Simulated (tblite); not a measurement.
Compound: C5H8BF3O.
Atom-mapped SMILES: `[OH:1][C@@:2]1([CH2:3][B:4]([F:5])[F:6])[CH2:7][CH2:8][C@@H:9]1[F:10]` (hydrogens: H11 on O1; H12, H13 on C3; H14, H15 on C7; H16, H17 on C8; H18 on C9)

Computed with GFN2-xTB (tblite), gas phase: L-BFGS steps from a force-field or distance-geometry start until the largest atomic force falls under 0.01 eV/Å.

Step 56: E = -935.3284 eV
```
atom  x, y, z in Å  |  force x, y, z in eV/Å
O1      0.6352   -0.9228    1.3932    0.049   0.032  -0.009
C2      0.0416   -0.3347    0.2645   -0.022   0.002   0.017
C3      1.0470   -0.0909   -0.8772   -0.022   0.004   0.039
B4      2.4044    0.5219   -0.3264   -0.007   0.036   0.015
F5      3.3311   -0.2407    0.2265   -0.029   0.001  -0.012
F6      2.7181    1.7920   -0.3756    0.025   0.006  -0.021
C7     -1.2891   -1.0044   -0.1775    0.017  -0.013  -0.027
C8     -2.0268    0.3280    0.0258    0.018  -0.044  -0.027
C9     -0.7715    0.9127    0.6820   -0.043   0.000   0.020
F10    -0.3514    2.1074    0.1640    0.021   0.018  -0.037
H11     1.3070   -1.5571    1.1221    0.000  -0.045  -0.010
H12     1.2423   -1.0498   -1.3625   -0.013  -0.051   0.011
H13     0.5855    0.5688   -1.6112   -0.019   0.007   0.031
H14    -1.5894   -1.7828    0.5212   -0.005   0.050   0.001
H15    -1.3033   -1.3982   -1.1886    0.016  -0.031  -0.059
H16    -2.2569    0.8336   -0.9094   -0.007   0.007   0.021
H17    -2.9141    0.2948    0.6520    0.021   0.024  -0.007
H18    -0.8181    1.0286    1.7653    0.000  -0.004   0.053
```

Step 57: E = -935.3293 eV
```
atom  x, y, z in Å  |  force x, y, z in eV/Å
O1      0.6408   -0.9266    1.3953    0.017   0.056  -0.003
C2      0.0417   -0.3379    0.2703   -0.030   0.029   0.013
C3      1.0406   -0.0842   -0.8746   -0.005   0.004   0.028
B4      2.4025    0.5233   -0.3297   -0.011   0.017   0.009
F5      3.3271   -0.2458    0.2168   -0.011  -0.012   0.003
F6      2.7271    1.7898   -0.3831    0.020   0.032  -0.023
C7     -1.2882   -1.0083   -0.1717   -0.005  -0.007  -0.034
C8     -2.0238    0.3280    0.0170    0.013  -0.039  -0.011
C9     -0.7731    0.9086    0.6874   -0.057   0.027   0.009
F10    -0.3474    2.1052    0.1752    0.014  -0.004  -0.009
H11     1.3147   -1.5558    1.1205    0.029  -0.070  -0.019
H12     1.2360   -1.0386   -1.3695   -0.023  -0.046   0.012
H13     0.5750    0.5824   -1.5998   -0.018  -0.005   0.027
H14    -1.5927   -1.7768    0.5356   -0.007   0.039  -0.006
H15    -1.3022   -1.4125   -1.1795    0.024  -0.028  -0.030
H16    -2.2359    0.8296   -0.9258   -0.011  -0.001   0.062
H17    -2.9202    0.3037    0.6326    0.055   0.019  -0.047
H18    -0.8306    1.0225    1.7714    0.006  -0.012   0.017
```

Step 58: E = -935.3301 eV
```
atom  x, y, z in Å  |  force x, y, z in eV/Å
O1      0.6426   -0.9283    1.3959   -0.020   0.065   0.007
C2      0.0413   -0.3395    0.2722   -0.020   0.040   0.011
C3      1.0396   -0.0835   -0.8716    0.009   0.002   0.018
B4      2.4007    0.5262   -0.3287   -0.011  -0.001   0.002
F5      3.3246   -0.2446    0.2158    0.010  -0.017   0.018
F6      2.7280    1.7913   -0.3856    0.019   0.049  -0.021
C7     -1.2877   -1.0086   -0.1743    0.000  -0.004  -0.023
C8     -2.0227    0.3267    0.0172    0.022  -0.027   0.019
C9     -0.7730    0.9081    0.6878   -0.033   0.027  -0.002
F10    -0.3461    2.1015    0.1681    0.012  -0.003   0.011
H11     1.3122   -1.5607    1.1197    0.042  -0.082  -0.026
H12     1.2380   -1.0379   -1.3653   -0.026  -0.043   0.005
H13     0.5727    0.5821   -1.5960   -0.026  -0.001   0.006
H14    -1.5951   -1.7752    0.5322   -0.011  -0.004   0.009
H15    -1.3013   -1.4109   -1.1832    0.030  -0.025  -0.015
H16    -2.2359    0.8290   -0.9229   -0.025   0.028   0.016
H17    -2.9163    0.3032    0.6355    0.019   0.007  -0.038
H18    -0.8301    1.0276    1.7714    0.008  -0.013   0.004
```

Step 59: E = -935.3307 eV
```
atom  x, y, z in Å  |  force x, y, z in eV/Å
O1      0.6477   -0.9271    1.3958   -0.019   0.044   0.008
C2      0.0410   -0.3390    0.2747   -0.001   0.028   0.006
C3      1.0366   -0.0808   -0.8709    0.010   0.000   0.002
B4      2.3998    0.5267   -0.3301   -0.006  -0.002  -0.004
F5      3.3217   -0.2488    0.2117    0.011  -0.004   0.018
F6      2.7323    1.7908   -0.3883    0.013   0.029  -0.018
C7     -1.2869   -1.0102   -0.1729   -0.002  -0.004  -0.003
C8     -2.0211    0.3260    0.0129    0.014   0.003   0.018
C9     -0.7755    0.9074    0.6911   -0.005   0.013  -0.006
F10    -0.3445    2.1017    0.1751   -0.004  -0.017   0.027
H11     1.3171   -1.5603    1.1180    0.016  -0.057  -0.023
H12     1.2340   -1.0351   -1.3671   -0.031  -0.016   0.016
H13     0.5676    0.5864   -1.5926   -0.021  -0.006   0.004
H14    -1.5968   -1.7710    0.5390   -0.006  -0.010  -0.004
H15    -1.2990   -1.4189   -1.1801    0.029  -0.012   0.013
H16    -2.2274    0.8281   -0.9289   -0.022   0.028   0.013
H17    -2.9188    0.3071    0.6252    0.016  -0.007  -0.037
H18    -0.8363    1.0235    1.7757    0.005  -0.010  -0.029
```

**Question.** Estimate the geometry and energy of step 60. (The exact step hangs on the optimiser's Hessian estimate; all steps are aligned on step 59, rigid shifts and turns removed.)

**Answer.** E = -935.3311 eV, largest force 0.039 eV/Å
```
atom  x, y, z in Å  |  force x, y, z in eV/Å
O1      0.6519   -0.9246    1.3952   -0.007   0.017   0.011
C2      0.0409   -0.3375    0.2759    0.014   0.001   0.005
C3      1.0350   -0.0790   -0.8710    0.003   0.000  -0.007
B4      2.3996    0.5266   -0.3311    0.004   0.000  -0.006
F5      3.3199   -0.2524    0.2097    0.001   0.018   0.011
F6      2.7350    1.7904   -0.3905    0.010  -0.001  -0.013
C7     -1.2862   -1.0113   -0.1717    0.006   0.007   0.005
C8     -2.0198    0.3255    0.0102    0.005   0.022  -0.001
C9     -0.7776    0.9074    0.6934    0.024  -0.006  -0.012
F10    -0.3442    2.1028    0.1819   -0.014  -0.017   0.028
H11     1.3200   -1.5603    1.1166   -0.015  -0.027  -0.018
H12     1.2305   -1.0337   -1.3684   -0.030   0.000   0.025
H13     0.5647    0.5888   -1.5912   -0.016  -0.004   0.001
H14    -1.5986   -1.7680    0.5432    0.002  -0.016  -0.003
H15    -1.2966   -1.4255   -1.1773    0.027   0.003   0.027
H16    -2.2220    0.8283   -0.9319   -0.017   0.026   0.001
H17    -2.9205    0.3089    0.6170    0.001  -0.014  -0.020
H18    -0.8407    1.0201    1.7782    0.002  -0.009  -0.031
```

The energy changes by -0.0004 eV. The first-order estimate −F·Δx gives -0.0006 eV and the mean of the old and new forces, exact on a quadratic surface, -0.0004 eV. The step makes an angle of 77° with the force vector and moves no atom by more than 0.009 Å.

What follows is the cost of the whole relaxation. On one thread, Arm Neoverse V1 (aarch64), no GPU, shared host with 32 logical CPUs at a one-minute load of 21, this took 1.2 s.
